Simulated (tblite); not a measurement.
Species: C6H10F3P.
Geometry (GFN2-xTB, Å), atoms numbered from 1 in this order:
```
atom  x, y, z in Å
C1     2.3979    0.1732   -0.5438
C2     1.1249    0.2491    0.2882
C3     0.7176   -1.1132    0.8491
P4    -0.9876   -0.9077    1.5442
C5    -1.3563    0.4373    0.2624
C6    -2.4440   -0.1006   -0.6355
F7    -2.1044   -1.2788   -1.1845
F8    -2.7430    0.7183   -1.6604
F9    -3.5910   -0.3070    0.0279
C10   -0.0744    0.7346   -0.5305
H11    2.2692   -0.5159   -1.3758
H12    3.2288   -0.1728    0.0663
H13    2.6491    1.1532   -0.9428
H14    1.2842    0.9423    1.1224
H15    1.3961   -1.4755    1.6220
H16    0.6791   -1.8617    0.0526
H17   -0.5918    0.0282    2.5149
H18   -1.7627    1.3238    0.7568
H19   -0.1002    0.1868   -1.4758
H20    0.0033    1.7970   -0.7605
```

Computed with GFN2-xTB (tblite): harmonic, unscaled wavenumbers at the GFN2-xTB geometry, gas phase. The method is semi-empirical: single wavenumbers can be off by several per cent or more. Modes of hydrogen on phosphorus can be 10 to 20 % off. One conformer, not necessarily the lowest.

Harmonic wavenumbers (cm⁻¹): 41.8, 51.8, 115.2, 169.3, 210.9, 224.6, 276.8, 298.8, 347.1, 428.2, 435.6, 456.8, 486.0, 560.1, 585.6, 703.2, 732.2, 772.8, 826.3, 880.1, 883.0, 913.5, 941.1, 966.9, 1022.7, 1033.1, 1051.4, 1061.3, 1104.2, 1116.7, 1150.6, 1162.7, 1186.5, 1211.9, 1232.1, 1258.3, 1296.3, 1320.8, 1343.9, 1414.5, 1442.2, 1481.9, 1496.5, 1498.0, 2232.9, 2920.7, 2953.1, 2955.1, 2977.9, 2989.3, 3002.5, 3033.8, 3037.4, 3043.1.

A = 1873, B = 818.7, C = 670.2 MHz; mass 170.047 u (most abundant isotopes); point group C1, symmetry number 1.

Problem. What is the zero-point energy?

Solution. ½Σν̃ = 33170 cm⁻¹ = 94.84 kcal/mol.

Problem. Give the ideal-gas entropy at 500 K and 1 bar in the rigid-rotor, harmonic-oscillator model (classical rotation).

Solution. Translation 43.90, rotation 31.67, vibration 52.75: S = 128.3 cal/(mol K).

Problem. And Cp and H(500 K) − H(0)?

Solution. Cp = 62.15 cal/(mol K), of which vibrations give 54.20 (their classical limit is 54 R = 107.3); H(500 K) − H(0) = 17.73 kcal/mol without the zero-point energy, 13.75 from vibrations.

Problem. Blend soft modes into free rotors: weight 1/[1 + (100 cm⁻¹/ν̃)⁴] for the oscillator and the rest for a rotor with moment μB/(μ + B), μ = h/(8π²ν), B = 10⁻⁴⁴ kg m². What vibrational entropy results?

Solution. 48.77 cal/(mol K) in place of 52.75, which changes −T·S at 500 K by +1.99 kcal/mol.

Problem. What must be added to the electronic energy to get the Gibbs energy at 500 K and 1 bar?

Solution. ZPE + [H(500 K) − H(0)] − T·S = 94.84 + 17.73 − 64.15 = 48.42 kcal/mol.

Hindered rotation and anharmonicity are outside this model. Other conformers, if any are populated, would add a mixing term that is left out. The structure is chiral; the term R ln 2 for an equal mix with its mirror image is left out.
